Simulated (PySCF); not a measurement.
Computed with PBE0-D3(BJ)/def2-TZVP (PySCF). All species are isolated molecules in the gas phase. One relaxed conformer stands for a flexible species; it need not be the lowest. Delta-SCF ions had no search for a lower state. Excitations are Tamm–Dancoff values on a coarser integration grid. The basis has no diffuse functions, so Rydberg states are missing or too high.

Reference species (SMILES): `B12B(B1)C2` (neutral, multiplicity 1).

```yaml
HOMO–LUMO gap: 2.48 eV
T1 excitation (TDA): 0.19 eV
vertical ionisation energy (Delta-SCF): 8.90 eV
```

Changed species: `BC1=BB1`.

Give the shifts of the HOMO–LUMO gap, T1 excitation (TDA) and vertical ionisation energy (Delta-SCF).

the HOMO–LUMO gap rises by 2.86 eV, to 5.34 eV; the T1 excitation (TDA) increases by 2.19 eV, to 2.38 eV; the vertical ionisation energy (Delta-SCF) increases by 1.19 eV, to 10.09 eV.
